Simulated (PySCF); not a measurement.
C6H7NS: calculation and literature

Molfile (atoms numbered from 1):
```
C6H7NS
     RDKit          3D

 15 15  0  0  0  0  0  0  0  0999 V2000
    2.8516   -0.3142    0.0247 C   0  0  0  0  0  0  0  0  0  0  0  0
    1.8735    1.1891    0.2822 S   0  0  0  0  0  0  0  0  0  0  0  0
    0.2519    0.5392    0.1081 C   0  0  0  0  0  0  0  0  0  0  0  0
   -0.8435    1.3946    0.2407 C   0  0  0  0  0  0  0  0  0  0  0  0
   -2.1042    0.8543    0.0996 C   0  0  0  0  0  0  0  0  0  0  0  0
   -2.2323   -0.5057   -0.1652 C   0  0  0  0  0  0  0  0  0  0  0  0
   -1.0777   -1.2585   -0.2769 C   0  0  0  0  0  0  0  0  0  0  0  0
    0.1382   -0.7537   -0.1445 N   0  0  0  0  0  0  0  0  0  0  0  0
    3.8940   -0.0256    0.1117 H   0  0  0  0  0  0  0  0  0  0  0  0
    2.6377   -0.7079   -0.9635 H   0  0  0  0  0  0  0  0  0  0  0  0
    2.5841   -1.0416    0.7841 H   0  0  0  0  0  0  0  0  0  0  0  0
   -0.6855    2.4410    0.4463 H   0  0  0  0  0  0  0  0  0  0  0  0
   -2.9796    1.4803    0.1941 H   0  0  0  0  0  0  0  0  0  0  0  0
   -3.2020   -0.9625   -0.2810 H   0  0  0  0  0  0  0  0  0  0  0  0
   -1.1104   -2.3207   -0.4822 H   0  0  0  0  0  0  0  0  0  0  0  0
  1  2  1  0
  2  3  1  0
  3  4  2  0
  4  5  1  0
  5  6  2  0
  6  7  1  0
  7  8  2  0
  8  3  1  0
  1  9  1  0
  1 10  1  0
  1 11  1  0
  4 12  1  0
  5 13  1  0
  6 14  1  0
  7 15  1  0
M  END
```

Published estimates (parent shift plus substituent increments) and measurements: δ 13C C3 160.0; C7 149.3; C5 135.9; C6 121.5; C4 119.1 ppm (estimated from measurements, as parent shift plus tabulated substituent increment; solution, not stated per compound (mostly CDCl3 or CCl4); Pretsch, Buehlmann, Badertscher, Structure Determination of Organic Compounds, 4th ed. (2009)).

All values are calculated (PySCF 2.14.0 with density-fitted response routines): GFN2-xTB structure, PBE0/pcSseg-1 with gauge-including orbitals. Single conformer, fast rotation and ring inversion assumed for equivalent nuclei, in vacuum, no relativistic terms.

Task: What does the calculation give, and how does it compare?

Result: 
Reference values: estimated from measurements, as parent shift plus tabulated substituent increment (solution, not stated per compound (mostly CDCl3 or CCl4); Pretsch, Buehlmann, Badertscher, Structure Determination of Organic Compounds, 4th ed. (2009)).
```json
{"atoms": "C3", "quantity": "δ 13C", "reference": "160.0", "computed": "169.3", "computed, scaled": "159.0"}
{"atoms": "C7", "quantity": "δ 13C", "reference": "149.3", "computed": "155.3", "computed, scaled": "149.1"}
{"atoms": "C5", "quantity": "δ 13C", "reference": "135.9", "computed": "141.1", "computed, scaled": "135.3"}
{"atoms": "C6", "quantity": "δ 13C", "reference": "121.5", "computed": "122.1", "computed, scaled": "116.8"}
{"atoms": "C4", "quantity": "δ 13C", "reference": "119.1", "computed": "125.9", "computed, scaled": "120.5"}
```

Computed shifts are σ(ref) − σ with the named reference compound (TMS for H and C) calculated as an isolated molecule at the same level. The measured values may be among those fitted. Scaled to experiment by linear calibration (H and C: mostly CDCl3 data, vs TMS): 13C: δ = 179.97 − 0.974σ -3.8 per attached S (rms 2.1 ppm, 958 shifts, 2.3 ppm with the 13 outliers that the fit left out). Occasional misses reach two or three times the rms, and more in compound classes unlike the fitted ones.

Task: How far are the unscaled 13C shifts from the references?

Result: Mean signed difference +5.58 ppm, mean absolute 5.58 ppm over 5 comparisons; the largest is +9.3 ppm at C3 (aromatic carbon bearing sulfur).
